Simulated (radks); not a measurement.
The numbers below are computed, except where a source is named.
The table gives one normalised radial function P(r) = r R(r) (large component) of Cu in [Ar] 3d10 4s1 (r in bohr). Level of theory: Dirac Kohn-Sham, PBE, spin-unpolarised, spherical densities, point nucleus (a radial shooting solver on a logarithmic mesh with Libxc functionals).

| r | P |
|---|---|
| 0.002264 | 0.0037 |
| 0.002995 | 0.0063 |
| 0.003932 | 0.0107 |
| 0.005202 | 0.0184 |
| 0.006828 | 0.0309 |
| 0.009035 | 0.0522 |
| 0.01186 | 0.0861 |
| 0.01569 | 0.1423 |
| 0.0206 | 0.2280 |
| 0.02703 | 0.3578 |
| 0.03577 | 0.5528 |
| 0.04695 | 0.8139 |
| 0.06212 | 1.1558 |
| 0.08154 | 1.5315 |
| 0.1079 | 1.8934 |
| 0.1416 | 2.1130 |
| 0.1874 | 2.0848 |
| 0.2459 | 1.7613 |
| 0.3228 | 1.2260 |
| 0.4271 | 0.6549 |
| 0.5606 | 0.2609 |
| 0.7418 | 0.0674 |
| 0.9737 | 0.0110 |
| 1.288 | 0.0009 |
| 1.691 | 0.0000 |
| 2.237 | 0.0000 |
| 2.937 | 0.0000 |
| 3.855 | 0.0000 |
| 5.1 | 0.0000 |
| 6.695 | 0.0000 |
| 8.858 | 0.0000 |

Which n and l does it have? It may be an empty orbital.

Answer. n = 2, l = 1: the number of nodes gives n - l - 1 = 0, the rise at small r points to l (this Dirac orbital starts as r^gamma with gamma = sqrt((l + 1)^2 - (Z/c)^2) = 1.99; the j = 3/2 orbital of l + 1 starts with the same power, but with a smaller coefficient, and then steepens), and the extent must fit the shell. The curve is that of 2p3/2; the two j differ most near the nucleus, where j = l - 1/2 has the larger amplitude, and in heavy atoms j = l - 1/2 is also the more compact. 2p3/2: eigenvalue -909.90 eV, 0 radial nodes, <r> = 0.207 bohr, 90 % of the charge inside 0.339 bohr.
